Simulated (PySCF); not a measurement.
**Electron correlation in O⁺ (oxygen, charge +1)**

[He] 2s2 2p3, high-spin 4S determinant. Computed with PySCF 2.14 in aug-cc-pwCVTZ (7s6p4d2f, 59 functions), with the non-relativistic Hamiltonian (point nucleus). Frozen: 1s2; 5 electrons correlated.

| level | correlation energy (mhartree) |
| --- | --- |
| CCSD | -117.26 |
| (T) | -1.80 |
| CCSD(T) | -119.06 |

Diagnostics: T1 = 0.0043, D1 = 0.0102, largest double amplitude 0.030.

Cost of the coupled-cluster step: of the order of 6 core-seconds, for 5 correlated electrons.

Iterations:

```
CC2 = 0
CCSD nocc = (np.int64(4), np.int64(1)), nmo = (58, 58)
frozen orbitals [[0], [0]]
max_cycle = 100
direct = 0
conv_tol = 1e-08
conv_tol_normt = 1e-06
diis_space = 8
diis_start_cycle = 0
Init t2, MP2 energy = -0.102764101690271
Init E_corr(UCCSD) = -0.102764101691964
cycle = 1  E_corr(UCCSD) = -0.114158080444325  dE = -0.0113939788  norm(t1,t2) = 0.0238459
cycle = 2  E_corr(UCCSD) = -0.116324299482846  dE = -0.00216621904  norm(t1,t2) = 0.00802958
cycle = 3  E_corr(UCCSD) = -0.117304534441342  dE = -0.000980234958  norm(t1,t2) = 0.00332608
cycle = 4  E_corr(UCCSD) = -0.117257407146155  dE = 4.71272952e-05  norm(t1,t2) = 0.000510816
cycle = 5  E_corr(UCCSD) = -0.117264333517922  dE = -6.92637177e-06  norm(t1,t2) = 0.00011547
cycle = 6  E_corr(UCCSD) = -0.117264678985294  dE = -3.45467372e-07  norm(t1,t2) = 1.40503e-05
cycle = 7  E_corr(UCCSD) = -0.117264656111788  dE = 2.28735063e-08  norm(t1,t2) = 1.83203e-06
cycle = 8  E_corr(UCCSD) = -0.117264652498954  dE = 3.61283316e-09  norm(t1,t2) = 3.60518e-07
UCCSD converged
E(UCCSD) = -74.48825956287806  E_corr = -0.1172646524989544
UCCSD(T) correction = -0.00180051652102504
```
